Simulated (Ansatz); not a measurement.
Compare A (`C[Si]SC`) with its isomer B (`[SiH3]/C=C\S`).

Calculated with Ansatz (gas phase, PBE0-D4/def2-TZVP geometries, no zero-point term in ΔE). CCSD(T)/CBS is the MP2 limit (def2-TZVPP, def2-QZVPP) plus CCSD(T) − MP2 in def2-TZVPP, frozen cores. This one scheme is used for every species. DFT in def2-TZVPP. B3LYP here is the variant with VWN-RPA as its local correlation; programs differ in this. Each species was taken in one conformer, which may not be the lowest.

Question: Which isomer does CCSD(T)/CBS put lower? Give the gap. (An estimate is asked.)

Answer: The calculation gave: A, by 72.6 kJ/mol.

Question: Give E(B) − E(A) in kJ/mol with CCSD(T)/def2-TZVPP, B3LYP-D4, r2SCAN-D4, PBE-D4, MP2/def2-TZVPP, B2PLYP, HF/def2-TZVPP. (Estimate.)

Answer: The calculation gave: CCSD(T)/def2-TZVPP 68.9, B3LYP-D4 69.8, r2SCAN-D4 68.8, PBE-D4 80.5, MP2/def2-TZVPP 68.3, B2PLYP 69.6, HF/def2-TZVPP 56.8. None reverses the order clearly.

Largest T1 diagnostic: 0.014.

In def2-TZVPP, CCSD(T) changes the Hartree–Fock value by +12.1 kJ/mol (the triples alone add −0.5 kJ/mol) and MP2 by +11.5 kJ/mol.
